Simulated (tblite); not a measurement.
Species: C5H14OSi2.
SMILES with atom numbers: `[CH3:1][CH:2]([CH3:3])/[C:4]([SiH3:5])=[CH:6]/[O:7][SiH3:8]` (hydrogens: H9, H10, H11 on C1; H12 on C2; H13, H14, H15 on C3; H16, H17, H18 on Si5; H19 on C6; H20, H21, H22 on Si8)

Computed geometry: GFN2-xTB, gas phase.

(1) List the bond lengths, angles and torsions at this level.

Results:

(1) 
| bond | length (Å) | order |
| --- | --- | --- |
| C1–C2, C2–C3 | 1.528 | single |
| C2–C4 | 1.503 | single |
| C4–Si5 | 1.886 | single |
| C4=C6 | 1.328 | double |
| C6–O7 | 1.354 | single |
| O7–Si8 | 1.624 | single |
| C1–H9 and 5 like bonds | 1.088 | single |
| C2–H12 | 1.098 | single |
| Si5–H16, Si5–H17, Si5–H18 | 1.466 | single |
| C6–H19 | 1.086 | single |
| Si8–H20, Si8–H22 | 1.466 | single |
| Si8–H21 | 1.452 | single |

Bonds in one row agree within 0.01 Å and their mean is given. Orders are formal, as drawn. A selection of angles:
| angle | degrees |
| --- | --- |
| C1–C2–C3 | 110.7 |
| C1–C2–C4 | 110.4 |
| C3–C2–C4 | 110.7 |
| C2–C4–Si5 | 124.2 |
| C2–C4–C6 | 120.7 |
| Si5–C4–C6 | 115.1 |
| C4–C6–O7 | 120.2 |
| C6–O7–Si8 | 131.7 |

Torsions: C1–C2–C4–Si5 61° (synclinal); C2–C4–C6–O7 179° (antiperiplanar); C4–C6–O7–Si8 177° (antiperiplanar). The mirror-image conformer, all signs reversed, is as good.

Of the pairs four or more bonds apart, Si5···H14 is among the closest relative to their van der Waals radii: 3.08 Å, 93 % of the sum of Bondi's values. Si5 (SiH3 silicon) is tetrahedral (angles from 108.2° to 110.6°). Si8 (oxygen-bound silicon) is distorted tetrahedral (angles from 99.3° to 113.9°). The C–C distances run from 1.328 Å (C4=C6, drawn double) to 1.528 Å (C1–C2, drawn single), a spread of 0.200 Å.

Point group: near Cs, missed by 0.24 Å at most; the miss may be what the optimiser left on a soft mode. Its GFN2-xTB frequencies are all real (lowest 28 cm⁻¹). One conformer, not necessarily the lowest. 3 starts were optimised and ended at 0.00, 1.23 and 1.49 kcal/mol (GFN2-xTB); the lowest of these is shown.
